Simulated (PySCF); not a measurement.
# Reading the logs of faulty runs: Al2ClHN

Calculated results; nothing here was measured. The program is PySCF 2.14.0, an open-source quantum chemistry code, run on an isolated molecule that a program drew, which may never have been made. The molecule is Al2ClHN (charge 0, doublet), drawn as the SMILES string `[AlH][N]=[Al][Cl]`.

Each row is a Hartree-Fock (HF) and frozen-core CCSD(T) single point in the cc-pV(D+d)Z basis, meant for a local HF minimum. Run 1 is clean. Each other run has one planted mistake out of seven kinds, and not every kind appears here: one electron removed, one electron added, multiplicity raised by two, geometry at a saddle point, minimal basis STO-3G, one bond length entered in bohr, all coordinates scaled. The reference is restricted for singlets and unrestricted otherwise, and also for a bond in bohr. Adding or removing an electron swaps singlet and doublet. Electrons count all cores. HOMO and LUMO are orbital energies over both spins, the gradient is its largest component, and the lowest frequency (negative if imaginary) is given only where the gradient is small. Bond lengths are over the 4 bonds as drawn. T1 is the CCSD diagnostic: over 0.02 (restricted) or 0.045 (unrestricted) a single reference is doubtful.

Geometry of the clean run:
```xyz
5
Al2ClHN, angstrom
Al   -0.7184    2.1486    2.4462
N    -0.4352    0.5444    2.5751
Al    0.0104   -1.1306    2.6784
Cl    2.0469   -1.7613    2.3269
H    -1.0358    3.6649    2.3348
```

| run | electrons | basis functions | <S^2> | HOMO (eV) | LUMO (eV) | gradient (hartree/bohr) | lowest frequency (cm^-1) | mean bond (Å) | longest bond (Å) | T1 | HF (hartree) | CCSD(T) (hartree) | mistake |
|---|---|---|---|---|---|---|---|---|---|---|---|---|---|
| 1 | 51 | 88 | 0.754 | -7.66 | 1.16 | 1.5e-06 | 39 | 1.7711 | 2.161 | 0.0228 | -998.42504 | -998.86951 | no fault |
| 2 | 51 | 33 | 0.759 | -3.82 | 6.90 | 3.8e-02 | - | 1.7711 | 2.161 | 0.0292 | -986.91994 | -987.07981 | minimal basis STO-3G |
| 3 | 51 | 88 | 0.794 | -7.24 | -0.55 | 9.1e-03 | - | 2.2517 | 4.083 | 0.0264 | -998.32639 | -998.76892 | ? |
| 4 | 52 | 88 | 0.000 | -0.25 | 5.25 | 4.4e-02 | - | 1.7711 | 2.161 | 0.0346 | -998.39816 | -998.89187 | ? |

**Which mistake was planted in run 3, and what did it cost?**

The mean bond changes by a factor of 1.271 and the longest by 1.889, so the molecule wasn't scaled as a whole. A length L in bohr read as angstrom grows by (1/0.5292 - 1) L = 0.890 L. The 4 bonds together grew by 4 x 0.4806 = 1.922 Å, which gives L = 2.161 Å. That is bond Al3-Cl4, 2.161 Å in the clean geometry. So the mistake is: one bond length entered in bohr. Subtracting run 1 and multiplying by 627.51 kcal/mol a hartree, the energy moved by 61.9 kcal/mol in HF and 63.1 kcal/mol in CCSD(T).

**Which mistake was planted in run 4, and what did it cost?**

It counts 52 electrons, one more than the clean run, at the same geometry and basis. So the mistake is: one electron added. Subtracting run 1 and multiplying by 627.51 kcal/mol a hartree, the energy moved by 16.9 kcal/mol in HF and -14.0 kcal/mol in CCSD(T).

Cautions from the logs. Run 4: T1 is over the limit, so its CCSD(T) energy is less reliable.
